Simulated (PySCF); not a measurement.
# RbGe⁺: one state, many levels of theory

State: ³Π (triplet), unpaired electrons σ ↑, π ↑. Set-up: PySCF, scalar-relativistic core potentials, basis sets Rb def2-SVP with ECP28, Ge def2-SVP. De refers to Rb⁺ + Ge in their high-spin ground configurations, without counterpoise correction. The functionals are run spin-unrestricted. A positive dipole points towards Ge; it is taken about the centre of mass and depends on that origin. Levels whose curve was spin-contaminated or gave no clean fit are not listed.

```tsv
Level	Re (Å)	ωe (cm⁻¹)	De (eV)	μ (D)	CPU s a point (SCF and correlation, without the integrals)
UHF	4.093	47.6	0.202	-7.62	0.14
UHF-MP2	3.937	54.0	0.249	n/a	0.27
UHF-SCS-MP2	3.966	52.5	0.237	n/a	n/a
PBE	3.899	54.5	0.300	-6.60	0.57
BP86	3.929	52.4	0.261	-6.78	0.39
r²SCAN	3.933	53.1	0.247	-7.04	0.8
PBE0	3.895	54.7	0.268	-6.83	0.94
B97-3	3.908	57.1	0.242	-6.96	0.48
MN15	3.855	57.1	0.272	-6.86	0.89
```

**Question.** What does a quarter of exact exchange do here, going from PBE to PBE0?

**Answer.** PBE0 less PBE: -0.4 pm in Re, +0.4 % in ωe, -0.03 eV in De. Exact exchange removes part of the self-interaction that spreads semilocal densities, and in most molecules shortens and stiffens the bond and lowers De; so it does here.

**Question.** What does the step from GGA to meta-GGA do here, going from PBE to r²SCAN?

**Answer.** r²SCAN less PBE: +3.4 pm in Re, -2.6 % in ωe, -0.05 eV in De. 

Correlated steps freeze 9 core orbitals. The bond is weak. Basis-set superposition, not corrected here, can be much of De in a small basis, most of all at correlated wavefunction levels. Spin–orbit coupling is left out. For an ion De counts to the pair picked by the measured ionisation energies or electron affinities, which need not be the lowest pair at this level. The state is the lowest determinant that a PBE0 search found; another state may lie lower at other levels.

The whole job (state search and all levels along the bond) took about 2 min on 1 thread of Arm Neoverse V2 (shared host), peak memory 0.76 GiB.
